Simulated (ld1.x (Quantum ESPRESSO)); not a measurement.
What one change does to a pseudopotential (silicon (Si), ultrasoft)

ld1.x (Quantum ESPRESSO) 7.5 input, shortened:

```
&input
   title='Si', zed=14., rel=0, dft='PZ', iswitch=3,
   config='[Ne] 3s1 3p3 3d-2'
 /
 &inputp
   pseudotype=3, tm=.true., lloc=-1, rcloc=1.45,
   nlcc=.true., new_core_ps=.true.
 /
6
3S  1  0   1.00   0.00  1.60  1.75  0.0
3S  1  0   0.00   1.10  1.60  1.75  0.0
3P  2  1   3.00   0.00  1.65  2.00  0.0
3P  2  1   0.00   0.55  1.65  2.00  0.0
3D  3  2  -2.00   0.25  1.60  2.05  0.0
3D  3  2  -2.00   2.75  1.60  2.05  0.0
 &test
   configts(1)='3s1 3p3'
 /
```

All-electron outer shells of the reference configuration (LDA (PZ), non-relativistic, ld1.x):

```tsv
shell	level (eV)	outermost node (bohr)	outermost maximum (bohr)
2p	-97.20	–	0.39
3s	-11.58	0.72	1.75
3p	-4.75	0.72	2.11
```

Change: waves 3p (bound): rcut 1.65, rcutus 2.62 bohr; 3p channel at 0.55 Ry: rcut 1.65, rcutus 2.62 bohr.

Cutoffs: the cutoffs (Ry, on a coarse ladder) from which the occupation-weighted sum of valence levels, in a spherical-Bessel basis at the reference potential, stays within 10 and 1 mRy of its value at 400 Ry; they do not see the model core or the augmentation charge, which bear on the density cutoff. Errors are all-electron minus pseudo energies relative to the spin-unpolarised reference configuration.

**Question.** Predict the effect on cutoff, ghosts and configuration errors.

**Answer.** The potential gets softer (10 Ry and 15 Ry → 10 Ry and 12 Ry); the errors of the 9 common tests hardly move; neither file shows a bound ghost. A larger radius leaves more room for a smooth pseudo-wave, so fewer plane waves are needed.

```csv
quantity,base,changed
"cutoff, loose",10 Ry,10 Ry
"cutoff, tight",15 Ry,12 Ry
bound ghosts,none,none
"error for 3s2 3p2, meV [ΔE -6.75 eV]",-0.7,-0.7
"error for 3s2 3p1, meV [ΔE 1.09 eV]",+0.2,+0.3
"error for 3s2 3p0, meV [ΔE 17.22 eV]",+11,+11
"error for 3s1 3p0, meV [ΔE 51.29 eV]",+39,+39
"error for 3s2 3p2.3, meV [ΔE -7.71 eV]",-0.6,-0.6
"error for 3s0 3p4, meV [ΔE 6.91 eV]",-0.9,-0.7
"error for 3s1 3p2, meV [ΔE 8.44 eV]",+1.1,+1.1
"error for 3s1 3p3 (spin-polarised), meV [ΔE -3.07 eV]",+21,+21
"error for 3s2 3p2 (spin-polarised), meV [ΔE -7.36 eV]",+3.1,+3.3
lowest overlap eigenvalue by channel,"s 0.32, p 0.67, d 0.96","s 0.32, p 0.79, d 0.96"
```
